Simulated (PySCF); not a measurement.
**[CH3Se]-: core ionisation energies**

Species: CH3Se (charge -1).
Atom-mapped SMILES: `[CH3:1][Se-:2]`

Level of theory: PySCF 2.14.0, delta-SCF UKS SCAN, pcX-2 on the ionised atom, pcseg-1 elsewhere, spin-free X2C. Each binding energy is the total energy of the core-ionised species, with the hole localised on one atom, minus that of the ground state; both are solved self-consistently, so orbital relaxation is included.

**Question.** What binding energy does each computed site have?

**Answer.** 
```json
{"atom(s)": "C1", "environment": "sp3 carbon bound to selenium", "level": "C 1s", "binding energy (eV)": "285.14", "count": "1"}
```

**Question.** Which photon wavelength matches the C 1s of C1 threshold?

**Answer.** λ = hc/E = 12398.42 eV Å / 285.14 eV = 43.482 Å.

**Question.** Express the binding energy of C 1s of C1 in atomic units and per mole.

**Answer.** 285.14 eV = 10.4787 Eh = 27512 kJ/mol.

No level of selenium is listed. The species carries charge -1, so core ionisation leaves a neutral species. The basis sets have no added diffuse functions. Isolated species at its PBE0-D3(BJ)/def2-SVP geometry, gas phase. The geometry's basis has no diffuse functions, a weakness for an anion.
